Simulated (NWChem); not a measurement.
System: Si2H3, doublet; SMILES [Si][SiH3]

The following NWChem deck was run.

```
start job
memory heap 200 mb stack 900 mb global 1100 mb
geometry units angstroms
  Si    -0.019632     1.343620     0.000000
  Si    -0.007592    -1.038093     0.000000
  H     -0.588768    -1.700520     1.213448
  H      1.474885    -1.313956     0.000000
  H     -0.588768    -1.700520    -1.213448
end
basis spherical
  Si library 6-31g*
  H library 6-31g*
end
dft
  odft
  mult 2
  xc b3lyp
  iterations 150
end
driver
  maxiter 120
end
task dft optimize
task dft freq
```

Parts of the log:

```
             Northwest Computational Chemistry Package (NWChem) 7.3.0
             --------------------------------------------------------

 CS  symmetry detected

                             Geometry "geometry" -> ""
                             -------------------------

 Output coordinates in angstroms (scale by  1.889725989 to convert to a.u.)

  No.       Tag          Charge          X              Y              Z
 ---- ---------------- ---------- -------------- -------------- --------------
    1 Si                  14.0000    -0.01018282    -1.35780407     0.00000000
    2 Si                  14.0000    -0.00997695     1.02393936     0.00000000
    3 H                    1.0000    -0.59443717     1.68347050     1.21344800
    4 H                    1.0000     1.47111107     1.30716491     0.00000000
    5 H                    1.0000    -0.59443717     1.68347050    -1.21344800

 Effective nuclear repulsion energy (a.u.)      65.8795529231

      Symmetry information
      --------------------

 Group name             Cs
 Group number              2
 Group order               2
 No. of unique centers     4

                                Z-matrix (autoz)
                                --------

 Units are Angstrom for bonds and degrees for angles

      Type          Name      I     J     K     L     M      Value
      ----------- --------  ----- ----- ----- ----- ----- ----------
    1 Stretch                  1     2                       2.38174
    2 Stretch                  2     3                       1.49968
    3 Stretch                  2     4                       1.50793
    4 Stretch                  2     5                       1.49968
    5 Bend                     1     2     3               116.08783
    6 Bend                     1     2     4               100.83081
    7 Bend                     1     2     5               116.08783
    8 Bend                     3     2     4               107.46878
    9 Bend                     3     2     5               108.02390
   10 Bend                     4     2     5               107.46878

                           NWChem Geometry Optimization
                           ----------------------------

[...]

      ----------------------
      Optimization converged
      ----------------------

  Step       Energy      Delta E   Gmax     Grms     Xrms     Xmax
  ---- ---------------- -------- -------- -------- -------- --------
@    6    -580.68902648 -6.6D-08  0.00003  0.00002  0.00016  0.00055
                                     ok       ok       ok       ok

                                Z-matrix (autoz)
                                --------

 Units are Angstrom for bonds and degrees for angles

      Type          Name      I     J     K     L     M      Value     Gradient
      ----------- --------  ----- ----- ----- ----- ----- ---------- ----------
    1 Stretch                  1     2                       2.39771    0.00001
    2 Stretch                  2     3                       1.49324   -0.00003
    3 Stretch                  2     4                       1.49946   -0.00001
    4 Stretch                  2     5                       1.49324   -0.00003
    5 Bend                     1     2     3               115.71304   -0.00000
    6 Bend                     1     2     4               102.99696   -0.00002
    7 Bend                     1     2     5               115.71304   -0.00000
    8 Bend                     3     2     4               107.14269    0.00000
    9 Bend                     3     2     5               107.41442    0.00002
   10 Bend                     4     2     5               107.14269    0.00000

                         Geometry "geometry" -> "geometry"
                         ---------------------------------

 Output coordinates in angstroms (scale by  1.889725989 to convert to a.u.)

[...]

 Rotational Constants
 --------------------
 A=   2.907193 cm-1  (  4.182709 K)
 B=   0.183078 cm-1  (  0.263402 K)
 C=   0.182996 cm-1  (  0.263285 K)

 Temperature                      =   298.15K
 frequency scaling parameter      =   1.0000

 Zero-Point correction to Energy  =   14.911 kcal/mol  (  0.023762 au)
 Thermal correction to Energy     =   17.433 kcal/mol  (  0.027782 au)
 Thermal correction to Enthalpy   =   18.026 kcal/mol  (  0.028726 au)

 Total Entropy                    =   64.164 cal/mol-K
   - Translational                =   38.127 cal/mol-K (mol. weight =  58.9773)
   - Rotational                   =   22.321 cal/mol-K (symmetry #  =        1)
   - Vibrational                  =    3.716 cal/mol-K

 Cv (constant volume heat capacity) =   12.040 cal/mol-K
   - Translational                  =    2.979 cal/mol-K
   - Rotational                     =    2.979 cal/mol-K
   - Vibrational                    =    6.081 cal/mol-K

[normal modes left out]

 ----------------------------------------------------------------------------
 Normal Eigenvalue ||           Projected Infra Red Intensities
  Mode   [cm**-1]  || [atomic units] [(debye/angs)**2] [(KM/mol)] [arbitrary]
 ------ ---------- || -------------- ----------------- ---------- -----------
    1       -0.000 ||    0.000007           0.000         0.007       0.001
    2       -0.000 ||    0.000008           0.000         0.008       0.002
    3        0.000 ||    0.000000           0.000         0.000       0.000
    4        0.000 ||    0.000014           0.000         0.014       0.003
    5        0.000 ||    0.000034           0.001         0.033       0.007
    6        0.000 ||    0.000210           0.005         0.204       0.040
    7      307.764 ||    0.024666           0.569        24.045       4.759
    8      383.277 ||    0.007797           0.180         7.600       1.504
    9      415.183 ||    0.016948           0.391        16.522       3.270
   10      868.772 ||    0.244279           5.636       238.135      47.127
   11      909.105 ||    0.043279           0.998        42.191       8.350
   12      951.258 ||    0.067617           1.560        65.917      13.045
   13     2178.168 ||    0.090560           2.089        88.283      17.471
   14     2208.882 ||    0.139005           3.207       135.509      26.817
   15     2212.781 ||    0.143090           3.301       139.492      27.605
 ----------------------------------------------------------------------------
```

Level: B3LYP/6-31G* (spherical d), spin-unrestricted. In the optimisation the excess spin sits in a" (Cs, its own frame). No stability test was run on the SCF state.
